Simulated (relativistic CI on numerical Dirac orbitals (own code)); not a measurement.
## Ge²⁺: q coefficients and field-shift factors

Calculated at this level of theory: Dirac-Coulomb-Breit CI, separate exchange-only KLI orbitals for each configuration, valence Slater integrals scaled by 0.85, P86 correlation energy added to each configuration, derivatives by finite differences, QED left out (own radial code, finite nucleus).

Configurations in the expansion (outside the closed core [Ar] 3d10): 4s², 4s4p, 4p², 4s4d, 4s4f, 4d², 4s5s, 4s5p. Levels of other configurations are missing.

With x = (α/α₀)² − 1 an excitation energy changes as ω = ω₀ + qx; K = 2q/ω₀ is the relative enhancement. Terms are leading LS components, so labels can repeat. The field-shift factor is F = δν/δ⟨r²⟩ for the transition from the lowest level.

Lowest level 4s² ¹S0.

| Level | ω₀ (cm⁻¹) | q (cm⁻¹) | F (GHz/fm²) |
| --- | --- | --- | --- |
| 4s4p ³P°0 | 58706.9 | 1721 | -2.68 |
| 4s4p ³P°1 | 59434.0 | 2450 | -2.69 |
| 4s4p ³P°2 | 60966.4 | 4063 | -2.7 |
| 4s4p ¹P°1 | 93590.0 | 3330 | -2.5 |
| 4p² ¹D2 | 141469.7 | 5925 | -4.6 |
| 4p² ³P0 | 144033.8 | 5252 | -5.67 |
| 4p² ³P1 | 144889.9 | 6261 | -5.67 |
| 4p² ³P2 | 146476.4 | 7977 | -5.64 |
| 4s5s ³S1 | 155090.2 | 2756 | -1.47 |
| 4s4d ³D1 | 159260.7 | 4121 | -2.37 |
| 4s4d ³D2 | 159323.0 | 4183 | -2.37 |
| 4s4d ³D3 | 159417.4 | 4278 | -2.37 |
| 4s5s ¹S0 | 161096.6 | 2829 | -1.52 |
| 4p² ¹S0 | 171183.0 | 7286 | -5.45 |
| 4s5p ³P°0 | 178196.7 | 3178 | -2.16 |
| 4s4d ¹D2 | 178233.2 | 4894 | -3.32 |
| 4s5p ³P°1 | 178372.9 | 3342 | -2.16 |
| 4s5p ³P°2 | 178781.4 | 3780 | -2.16 |
| 4s5p ¹P°1 | 182921.9 | 3753 | -2.26 |
| 4s4f ³F°4 | 210123.3 | 3828 | -2.1 |
| 4s4f ³F°3 | 210124.5 | 3829 | -2.1 |
| 4s4f ³F°2 | 210125.6 | 3830 | -2.1 |
| 4s4f ¹F°3 | 210721.1 | 3794 | -2.07 |

For a near-neutral ion this model can misplace configurations by up to about 10,000 cm⁻¹ (more where the count of f electrons changes) and terms by 10 to 25 % of their spread. Rates follow the energies as ν³ (E1, M1) or ν⁵ (E2), so they and the lifetimes can be off by large factors. The fine structure of a lone outer electron comes out too small, for d and f at times inverted, and misplaced configurations move strength between like terms.

Q: Which transition from the lowest level has the largest |K|?

A: 4s4p ³P°2 at 60966.4 cm⁻¹, K = 0.133.
